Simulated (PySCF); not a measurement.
C₃H₇ClGaN.
SMILES with atom numbers: `[CH3:1][C:2]#[N+:3][GaH2-:4][CH2:5][Cl:6]` (hydrogens: H7, H8, H9 on C1; H10, H11 on Ga4; H12, H13 on C5)

Structure used (PBE0-D3(BJ)/def2-SVP), in Å, numbered top down from 1:
```xyz
13
C3H7ClGaN angstrom
C      3.0400    0.1118   -0.2100
C      1.6394   -0.2032   -0.3937
N      0.5246   -0.4550   -0.5401
Ga    -1.5594   -0.9279   -0.8845
C     -2.3480    0.8167   -0.3103
Cl    -4.1309    0.6415   -0.5528
H      3.6339   -0.8133   -0.2248
H      3.1859    0.6169    0.7555
H      3.3829    0.7717   -1.0196
H     -1.6845   -2.1273    0.1283
H     -1.4614   -1.1834   -2.4354
H     -2.0297    1.6763   -0.9165
H     -2.1937    1.0554    0.7512
```

Level: CAM-B3LYP/def2-SVPD in PySCF, non-relativistic, on one gas-phase PBE0-D3(BJ)/def2-SVP geometry that isn't relaxed in the solvent. The solvent is an IEF-PCM continuum (Bondi radii, 1.10 Å for H, scaled by 1.2), and excitations are vertical TDDFT with non-equilibrium linear response and a frozen core. Specific hydrogen bonds and non-electrostatic terms are outside this model. Spin–orbit coupling is left out although an atom past zinc is present.

Gas-phase singlets (H = HOMO, L = LUMO):

```json
{"state": "S1", "E (eV)": "5.896", "λ (nm)": "210", "f": "0.056", "leading configurations": "H→L+1 48%, H→L 20%"}
{"state": "S2", "E (eV)": "6.137", "λ (nm)": "202", "f": "0.001", "leading configurations": "H→L+2 93%"}
{"state": "S3", "E (eV)": "6.293", "λ (nm)": "197", "f": "0.022", "leading configurations": "H→L+1 42%, H→L+4 29%"}
{"state": "S4", "E (eV)": "6.434", "λ (nm)": "193", "f": "0.006", "leading configurations": "H-1→L+1 90%"}
{"state": "S5", "E (eV)": "6.579", "λ (nm)": "188", "f": "0.010", "leading configurations": "H→L+4 38%, H→L 29%"}
```

Q: What are the lowest 5 singlets in cyclohexane (ε = 2.017)?

A: 
| state | E (eV) | λ (nm) | f | leading configurations | change by rank (eV) |
| --- | --- | --- | --- | --- | --- |
| S1 | 6.096 | 203 | 0.054 | H→L 34%, H→L+3 18% | +0.200 |
| S2 | 6.517 | 190 | 0.026 | H→L+3 45%, H→L+1 29% | +0.380 |
| S3 | 6.647 | 187 | 0.003 | H→L+2 90% | +0.354 |
| S4 | 6.864 | 181 | 0.044 | H→L+1 35%, H→L 16% | +0.430 |
| S5 | 6.871 | 180 | 0.017 | H-1→L+1 57%, H-1→L 12% | +0.292 |

Q: How do the frontier levels move from gas to cyclohexane?

A: 
```csv
orbital,gas (eV),solvent (eV),change (eV),"Löwdin shares, gas","Löwdin shares, solvent"
LUMO+2,0.42,0.77,+0.35,"N3 35 %, C2 32 %, C1 15 %, H9 8 %","N3 35 %, C2 34 %, C1 14 %, H9 8 %"
LUMO+1,0.35,0.70,+0.35,"N3 32 %, C2 32 %, C1 14 %, H7 10 %","C2 31 %, N3 26 %, C1 16 %, H7 11 %"
LUMO,0.18,0.58,+0.40,"C1 33 %, C2 23 %, Ga4 10 %, H8 10 %","C2 24 %, C1 23 %, Ga4 18 %, H8 8 %"
HOMO,-8.08,-8.30,-0.22,"Cl6 40 %, C5 30 %, Ga4 15 %","Cl6 38 %, C5 31 %, Ga4 16 %"
HOMO-1,-8.85,-9.07,-0.22,"Ga4 37 %, H11 25 %, H10 25 %, C5 5 %","Ga4 38 %, H11 25 %, H10 25 %, C5 5 %"
HOMO-2,-9.18,-9.47,-0.29,"Cl6 76 %, C5 12 %","Cl6 76 %, C5 13 %"
HOMO-3,-10.22,-10.46,-0.24,"Cl6 42 %, Ga4 20 %, C5 12 %, H10 10 %","Cl6 43 %, Ga4 20 %, C5 11 %, H10 10 %"
```

The HOMO–LUMO gap goes from 8.26 to 8.88 eV.

Time: 65 s; peak memory 1.1 GiB. Hardware: an Arm Neoverse N1 with one thread, shared host. This is the whole response run at CAM-B3LYP/def2-SVPD in cyclohexane, SCF included.
